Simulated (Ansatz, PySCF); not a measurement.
B(OH)2(OMe) (CH₅BO₃), SMILES OB(O)OC. Atoms are numbered in the order given.

```xyz
10

B      0.0414     0.5113     0.0000
O      0.8030     1.6505     0.0000
H      0.3050     2.4736     0.0000
O     -1.3345     0.4870     0.0000
H     -1.7635     1.3484     0.0000
O      0.7158    -0.6670     0.0000
C      0.0342    -1.9008     0.0000
H     -0.6065    -2.0156     0.8915
H      0.7840    -2.7061     0.0000
H     -0.6065    -2.0156    -0.8915
```

Geometry optimised at B3LYP-D3(BJ)/def2-SVP. The values are those of a single conformer.

Vertical ionisation energy (IE) and electron affinity (EA) in eV. Rows of orbital energies are one-electron estimates. Where ΔSCF, EOM or ADC give a negative EA the extra electron is unbound and the value depends on the basis.

| level | IE | EA |
|---|---|---|
| −ε(HOMO), −ε(LUMO), r2SCAN/def2-TZVP (PySCF) | 7.00 | -0.11 |
| −ε(HOMO), −ε(LUMO), PBE/def2-TZVP (PySCF) | 6.67 | 0.66 |
| ΔSCF, CAM-B3LYP/def2-SVPD (Ansatz), final states of multiplicity 2 and 2 | 10.91 | -0.79 |
| ΔSCF, PBE/def2-SVPD (Ansatz), final states of multiplicity 2 and 2 | 10.33 | -0.62 |

Question: What vertical singlet–triplet gap does ΔSCF give with CAM-B3LYP/def2-SVPD (Ansatz, a quantum-chemistry and plane-wave program) and with PBE/def2-SVPD (Ansatz)? (Estimate from the structure and the level; the computed values follow.)

Answer: 7.40 and 6.54 eV (triplet above singlet where positive).
